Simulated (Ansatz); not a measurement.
Consider the formal hydrolysis of the Si–Si bond: `F[C@H]1O[Si@H]1[SiH3]` + H₂O → `O[Si@H]1O[C@H]1F` + SiH₄.

Gas-phase electronic energies from Ansatz, PBE0-D4/def2-TZVP geometries. CCSD(T)/CBS adds triple-zeta CCSD(T) − MP2 to the extrapolated MP2 energy (def2 sets, frozen cores). This one scheme is used for every species. Functionals use def2-TZVPP. One conformer a species, not always the lowest.

Question: Is it downhill or uphill in electronic energy at CCSD(T)/CBS, and by how much? (Best estimate.)

Answer: Ansatz gave: Downhill: ΔE = -1.12 eV.

Question: What do these levels give: r2SCAN-D4, PBE0-D4, r2SCAN, SCS-MP2/def2-TZVPP, CCSD(T)/def2-TZVPP, MP2/CBS(def2)? (Estimate.)

Answer: Ansatz gave: r2SCAN-D4 -1.10, PBE0-D4 -0.97, r2SCAN -1.11, SCS-MP2/def2-TZVPP -1.27, CCSD(T)/def2-TZVPP -1.16, MP2/CBS(def2) -1.19 eV.

Largest T1 diagnostic among the species: 0.016.

From PBE to PBE0 (25 % exact exchange), in def2-TZVPP and without D4, ΔE moves by −0.08 eV. The D4 term adds +0.05 eV with B3LYP and +0.03 eV with PBE0; it sums over pairs of atoms, weighted by their polarisabilities, and B3LYP, whose exchange is more repulsive, gets the larger term. In def2-TZVPP, CCSD(T) changes the Hartree–Fock value by +0.27 eV (the triples alone add +0.04 eV) and MP2 by +0.20 eV.

B3LYP here is the variant with VWN-RPA as its local correlation; programs differ in this.
